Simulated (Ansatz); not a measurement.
Ansatz (an electronic-structure program) input (CCSD(T,core; 1s of Na to Cl frozen)/cc-pwCVTZ):
A basis named .json is the Basis Set Exchange file of that set.

Ansatz 0.2 input:
```yaml
crystal:
  periodic: [false, false, false]
  atoms:
    - {symbol: Si, position_ang: [-0.02555787, 0.00397546, 0.00616477]}
    - {symbol: C, position_ang: [1.72851112, -0.45237176, -0.46380781]}
    - {symbol: N, position_ang: [-0.37420800, -0.91840172, 1.42258296]}
    - {symbol: N, position_ang: [-0.95058033, -0.18760872, -1.43820569]}
    - {symbol: N, position_ang: [-0.36962410, 1.61651903, 0.48741171]}
    - {symbol: H, position_ang: [2.07189938, 0.14621797, -1.30941892]}
    - {symbol: H, position_ang: [2.41052992, -0.28313788, 0.37135299]}
    - {symbol: H, position_ang: [1.81039452, -1.50528691, -0.74927396]}
    - {symbol: H, position_ang: [-1.26715312, -0.83066235, 1.88247782]}
    - {symbol: H, position_ang: [-0.00020367, -1.84748930, 1.53247333]}
    - {symbol: H, position_ang: [-1.93738094, 0.01913174, -1.44415677]}
    - {symbol: H, position_ang: [-0.73055460, -0.92146402, -2.09257862]}
    - {symbol: H, position_ang: [-0.09483626, 1.95084051, 1.39628801]}
    - {symbol: H, position_ang: [-0.41506479, 2.35686410, -0.19314661]}
basis:
  gaussian:
    orbitals: cc-pwCVTZ.json
magnetization: {spin_polarized: false}
correlation: {method: ccsd_t, frozen_orbitals: {C: 0, H: 0, N: 0, Si: 1}}
```

End of the output:

```
mean field -13486.35434226 eV, -495.6143806989 hartree, gradient 2.7e-6 eV, S^2 0.000000; 0 other end points of the search recorded, 0 dependent functions left out
1 core orbitals not correlated
reference -13486.35434226 eV, -495.6143806989 hartree; 24, 24 occupied and 332, 332 virtual orbitals, 2038 factors
second order -38.41876830 eV of doubles, -0.00000000 eV of singles
coupled cluster: 6.28 GiB planned
cycle   1  -39.02267101 eV  change   -6.0e-1 eV  update   9.3e-2
cycle   2  -39.64811257 eV  change   -6.3e-1 eV  update   2.5e-2
cycle   3  -39.74702510 eV  change   -9.9e-2 eV  update   1.1e-2
cycle   4  -39.73559118 eV  change    1.1e-2 eV  update   2.4e-3
cycle   5  -39.73618703 eV  change   -6.0e-4 eV  update   1.1e-3
cycle   6  -39.73669678 eV  change   -5.1e-4 eV  update   3.0e-4
cycle   7  -39.73655374 eV  change    1.4e-4 eV  update   1.1e-4
cycle   8  -39.73650447 eV  change    4.9e-5 eV  update   3.6e-5
perturbative correction -1.16900757 eV, -0.0429602357 hartree
Total energy: -13527.25985430 eV, -497.1176305396 hartree
```
